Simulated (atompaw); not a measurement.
# Before and after: PAW (atompaw) potential for promethium

| Property | Result |
| --- | --- |
| Element | Pm |
| Generator | atompaw 4.2.0.5 |
| Type | PAW |
| Functional | LDA (PW92) |
| Relativity | scalar-relativistic |
| Frozen core | [Kr] 4d10 5s2 |
| Valence charge | 13 |
| Reference configuration | 4f5 5p6 5d0 6s2 6p0 |
| Partial waves | 6s (bound): rc 3.00 bohr; 6s channel at 2.05 Ry: rc 3.00 bohr; 5p (bound): rc 2.60 bohr; 6p (bound, empty): rc 3.00 bohr; 5d (bound, empty): rc 2.65 bohr; 5d channel at 0.9 Ry: rc 2.65 bohr; 4f (bound): rc 1.85 bohr; 4f channel at 3.85 Ry: rc 1.85 bohr |
| Local potential | vpsmatchnc scheme with l = 4 at 1 Ry, radius 3.00 bohr |
| Core correction | smooth core density matched at 1.60 bohr |
| Augmentation charge | besselshape compensation charge, radius 2.65 bohr; PAW radius 3.00 bohr; waves and projectors: custom polynom2 7 10 vanderbiltortho |

Change: local potential bessel scheme, radius 3.00 bohr.

Cutoffs: the cutoffs (Ry, on a coarse ladder) from which the occupation-weighted sum of valence levels, in a spherical-Bessel basis at the reference potential, stays within 10 and 1 mRy of its value at 400 Ry; they do not see the model core or the augmentation charge, which bear on the density cutoff.

Task: What does the change do?

Result: The potential gets neither clearly harder nor softer (50 Ry and 230 Ry → 50 Ry and 230 Ry); the bound ghost in s disappears; the range in which the s phases agree narrows (upper end 3.4 → 1.7); the range in which the d phases agree narrows (upper end at the end of the scan → 2.3). A state that the projectors do not describe sees the local part alone, so a deeper or shallower local part can create or remove a ghost.

```csv
quantity,base,changed
"cutoff, loose",50 Ry,50 Ry
"cutoff, tight",230 Ry,230 Ry
loose cutoff by channel (10 mRy a level),"s 6 Ry, p 12 Ry, f 25 Ry","s 6 Ry, p 15 Ry, f 25 Ry"
bound ghosts,s,none
s: phases at 3.02 bohr within 0.05 rad from the reference energy up to (Ry; the scan ends near 5),3.4,1.7
p: phases at 3.02 bohr within 0.05 rad from the reference energy up to (Ry; the scan ends near 5),0.6,0.8
d: phases at 3.02 bohr within 0.05 rad from the reference energy up to (Ry; the scan ends near 5),to the end of the scan,2.3
f: phases at 3.02 bohr within 0.05 rad from the reference energy up to (Ry; the scan ends near 5),to the end of the scan,0.2
lowest overlap eigenvalue by channel,"s 0.25, p 0.67, d 0.89, f 0.99","s 0.31, p 0.70, d 0.94, f 0.99"
```

 A true bound ghost makes a file unfit for plane-wave use even where its test errors are small: the radial tests pick states by their node count and pass the ghost by. The cutoffs see the waves, projectors and local potential, not the compensation charge or the core.
